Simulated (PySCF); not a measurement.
Telling isomers of C$_{6}$H$_{11}$B apart by NMR

One computed conformer, isolated molecule, fast rotation and ring inversion assumed for equivalent nuclei, relativity neglected. GIAO PBE0/pcSseg-1 shieldings; coordinates at the PBE0-D3(BJ)/def2-SVP level; spin–spin couplings from B3LYP/pcJ-1 (spin–dipole term left out of most H,H and C,H couplings); PySCF 2.14.

Referencing at the same level of theory: ¹H, ¹³C against TMS. Multiplet labels drop J under 1 Hz and among equivalent protons, and merge close values. Unscaled 3J(H,H) run several per cent high. Vicinal couplings that depend on rotamer populations or ring flexing (ring, CH–CH, X–H and H–F types) are those of the one conformer. Couplings to H on boron are left out. Carbons bonded to boron are broad in practice. Shifts are as computed. Against solution values, carbons near 30 ppm lie about +2 ppm off and those near 130 ppm about +5 ppm. Of 1309 compounds with measured shifts, 239 miss one by over three times the rms of a fit or turn the order of signals round; such compounds aren't used in these exercises.

(1) Tabulate the signals of `C=CBC1CCC1`, `C=C/C=C/B(C)C`, `B[C@]12CC[C@H]1CC2` and their relative energies.

(2) What is the quickest way to tell C=CBC1CCC1 from B[C@]12CC[C@H]1CC2?

(3) What is the quickest way to tell C=C/C=C/B(C)C from B[C@]12CC[C@H]1CC2?

(4) What is the quickest way to tell C=CBC1CCC1 from C=C/C=C/B(C)C?

Results:

(1) 
| SMILES | carbon types | δC | δH | E rel. (kcal/mol) |
| --- | --- | --- | --- | --- |
| C=CBC1CCC1 | 2×CH 4×CH2 | 162.7, 149.9, 38.3, 27.3, 23.0 | 7.06 (m, 1H), 7.01 (m, 1H), 6.75 (m, 1H), 6.54 (br, 1H), 2.27 (m, 1H), 2.10 (m, 1H), 2.05 (m, 2H), 2.04 (m, 2H), 1.69 (m, 1H) | 23.4 |
| C=C/C=C/B(C)C | 3×CH 1×CH2 2×CH3 | 160.4, 148.2, 145.1, 133.4, 12.7 | 7.33 (ddt, 1H), 6.70 (dt, 1H), 6.48 (d, 1H), 5.85 (ddd, 1H), 5.78 (dt, 1H), 0.90 (s, 6H) | 0.0 |
| B[C@]12CC[C@H]1CC2 | 1×C 1×CH 4×CH2 | 79.6, 28.8, 25.0, 20.5 | 4.26 (br, 2H), 2.59 (m, 2H), 2.29 (m, 1H), 2.09 (m, 2H), 2.09 (m, 2H), 2.03 (m, 2H) | 34.2 |

Energies are electronic energies at PBE0/pcSseg-1 on these geometries, without zero-point or thermal terms, each for the one conformer computed, which needn't be the lowest.

(2) Count the carbon signals: 5 against 4. The first has a terminal =CH2 carbon at 162.7 ppm, the second a fully substituted sp3 carbon bonded to B (C) at 79.6 ppm. In the proton spectra the most deshielded non-exchanging signals are 7.06 (m, 1H) and 4.26 (br, 2H).

(3) Count the carbon signals: 5 against 4. The first has an alkene CH at 160.4 ppm, the second a fully substituted sp3 carbon bonded to B (C) at 79.6 ppm. In the proton spectra the most deshielded non-exchanging signals are 7.33 (ddt, J = 18.1, 11.7, 1.1 Hz, 1H) and 4.26 (br, 2H).

(4) Both give the same number of carbon signals, but DEPT or the intensities differ. The first has an sp3 CH bonded to B at 38.3 ppm, the second a methyl carbon bonded to B (CH3) at 12.7 ppm. Their most deshielded carbons lie at 162.7 and 160.4 ppm.
